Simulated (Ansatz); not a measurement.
Diatomic AlCl-, multiplicity 2 (lowest of 2S+1 = 2, 4 at CCSD(T)/def2-TZVPP on PBE0 minima; our sources give no spin for the ground state, which may be another).

The constants come from a fifth-degree fit in 1/R (seven points, main isotopes). Runs in def2 and cc sets follow the lowest solution found near the PBE0 minimum.

Correlated levels freeze the cores.

The values were computed with Ansatz (a first-principles code). 

Energies at B2PLYP/def2-TZVPP:

| R (Å) | E (hartree) |
|---|---|
| 2.150107 | -702.44840007 |
| 2.207906 | -702.45100860 |
| 2.261080 | -702.45232453 |
| 2.321191 | -702.45283795 |
| 2.381302 | -702.45255432 |
| 2.450660 | -702.45148951 |
| 2.531578 | -702.44953810 |

Question: With a reduced mass of 15.2301 u, find the minimum, the force constant and the constants.

Answer: A fifth-degree polynomial in 1/R puts the minimum at r_e = 2.3272 Å with force constant 93.0 N/m. Then ω_e = (1/2πc)√(k/μ) = 322 cm⁻¹ and B_e = h/(8π²cμr_e²) = 0.2044 cm⁻¹; the cubic and quartic terms give α_e = 0.0020 and ω_e x_e = 2.3 cm⁻¹.
